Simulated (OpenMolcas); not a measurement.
# P+: effect of the basis set

```json
{
  "Program": "OpenMolcas 26.06",
  "Method": "RASSCF",
  "Active space": "4 electrons in 9 orbitals (RAS2 3s 3p; RAS3 3d, at most 2 electrons)",
  "State averaging": "2S+1 = 3 even, 6 roots; 2S+1 = 1 even, 11 roots; 2S+1 = 5 odd, 1 root; 2S+1 = 3 odd, 8 roots; 2S+1 = 1 odd, 8 roots",
  "Spin-orbit coupling": "RASSI with atomic mean-field integrals over the reference wave functions, term energies averaged over their components"
}
```

A. ANO-RCC-VTZP [5s4p2d1f], DKH2, point nucleus; cost of the order of 30 core-seconds
B. ANO-R2 [5s4p3d1f], X2C, finite nucleus; cost of the order of 60 core-seconds
C. ANO-RCC-VQZP [6s5p3d2f1g], DKH2, point nucleus; cost of the order of 23 core-seconds
D. ANO-RCC [8s7p5d4f2g], DKH2, point nucleus; cost of the order of 30 core-seconds

Energies in cm⁻¹ above 3s² 3p² ³P₀, the measured ground level; measured values from NIST Handbook of Basic Atomic Spectroscopic Data.

```tsv
Level	A	B	C	D	Measured
3s² 3p² ³P₀	0.0	0.0	0.0	0.0	0.0
3s² 3p² ³P₁	143	144	143	144	165
3s² 3p² ³P₂	415	415	412	416	469
3s² 3p² ¹D₂	10708	11089	10470	10499	8882
3s² 3p² ¹S₀	24480	24955	24251	24285	21576
3s 3p³ ⁵S°₂	40219	41145	39687	39769	45697
3s 3p³ ³D°₁	63981	64988	63432	63445	65251
3s 3p³ ³D°₂	63992	64998	63443	63457	65272
3s 3p³ ³D°₃	64013	65018	63465	63479	65307
3s 3p³ ³P°₂	77073	78204	76476	76491	76764
3s 3p³ ³P°₁	77098	78222	76506	76521	76812
3s 3p³ ³P°₀	77107	78229	76516	76531	76823
```

Deviations, from unrounded energies. A percentage is the sum of absolute deviations over the sum of measured energies, with the sign that they share, or ± where signs differ.

```json
{"Against measurement": "mean absolute deviation (cm-1)", "Levels": "11", "A": "1400", "B": "1400", "C": "1500", "D": "1500"}
{"Against measurement": "fine structure of the ground term (%)", "Levels": "2", "A": "-12.0", "B": "-11.9", "C": "-12.6", "D": "-11.6"}
{"Against measurement": "other terms of the ground configuration (%)", "Levels": "2", "A": "+15.5", "B": "+18.3", "C": "+14.0", "D": "+14.2"}
{"Against measurement": "other configurations (%)", "Levels": "7", "A": "±2.2", "B": "±2.0", "C": "-2.6", "D": "-2.6"}
```

A, B lie about equally close to measurement and C furthest from it. The largest miss of A in the table is 3s 3p³ ⁵S°₂, by -5500 cm-1. The ranking rests on the paired levels alone, and a cruder setting can come out closer through cancelling errors.

Among A to D the level of the table that moves most is 3s 3p³ ³P°₂, by 1700 cm-1 (lowest in C, highest in B).

Without dynamic correlation excited terms often stand tens of per cent too high (terms of higher spin than the ground term too low), and those without a measured partner can miss by more than the paired ones. The run also gave levels led by 3s 3p² 3d, 3s² 3p 3d, which use shells meant for correlation; these and all levels above them are left out. Some terms mix strongly with configurations of 3d, whose occupation reaches 0.26 (3s 3p³ ³D°, 3s 3p³ ³P°) (figures for A; the like holds for B, C, D). Measured partners are found by configuration, term and J. A level has none where our copy of the source lacks it or the pairing is in doubt (some pairs that miss far off the trend of their configuration count as doubtful), and it then counts in no deviation. Only configurations of the active space appear. The table leaves out levels that lie high or whose names do not pair safely across all columns.

° marks odd parity.
